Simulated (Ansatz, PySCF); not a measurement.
Gas-phase reaction R1 → P1 + P2, each structure at its B3LYP-D3(BJ)/def2-TZVP stationary point, reached from a drawn start (curvature not checked).
P1, SiH4 (SMILES [SiH4]) (charge 0, multiplicity 1):
```json
[
 {"atom": "Si", "x (Å)": "0.0000", "y (Å)": "0.0000", "z (Å)": "0.0000"},
 {"atom": "H", "x (Å)": "-0.1692", "y (Å)": "1.2234", "z (Å)": "-0.8159"},
 {"atom": "H", "x (Å)": "-0.7439", "y (Å)": "0.1479", "z (Å)": "1.2712"},
 {"atom": "H", "x (Å)": "1.4370", "y (Å)": "-0.2047", "z (Å)": "0.2902"},
 {"atom": "H", "x (Å)": "-0.5239", "y (Å)": "-1.1666", "z (Å)": "-0.7455"}
]
```
R1, Si2H6 (SMILES [SiH3][SiH3]) (charge 0, multiplicity 1, Z-matrix in Å and degrees):
```
Si
H 1 1.4832
H 1 1.4832 2 108.64
H 1 1.4832 2 108.64 3 118.01
Si 1 2.3445 2 110.29 3 -121.00
H 5 1.4832 1 110.29 2 180.00
H 5 1.4832 6 108.64 1 -121.00
H 5 1.4832 6 108.64 7 -118.01
```
P2, SiH2 (SMILES [SiH2]) (charge 0, multiplicity 1):
| atom | x (Å) | y (Å) | z (Å) |
|---|---|---|---|
| Si | 0.0000 | -0.7087 | 0.0000 |
| H | 1.0913 | 0.3543 | 0.0000 |
| H | -1.0913 | 0.3543 | 0.0000 |

P less R. No zero-point or thermal terms.

Frozen-core correlation throughout.

Codes used: Ansatz (Gaussian basis) for Hartree–Fock, density functionals and correlated methods; PySCF for the D3/D4 terms. Each number belongs to the level named beside it.

```csv
level,reaction energy (kcal/mol)
SVWN5/def2-TZVPP,66.25
PBE/def2-TZVPP,58.86
PBE0/def2-TZVPP,60.34
CAM-B3LYP-D4/def2-TZVPP,56.94
B2PLYP/def2-TZVPP,55.27
MP2/cc-pV(T+d)Z,58.08
SCS-MP2/cc-pV(T+d)Z,55.09
CCSD(T)/cc-pV(D+d)Z,51.41
CCSD(T)/cc-pV(T+d)Z,___
```

Task: Some entries are withheld; supply them.

Result: 
- CCSD(T)/cc-pV(T+d)Z, reaction energy (kcal/mol): 54.78

Ansatz is a first-principles code.
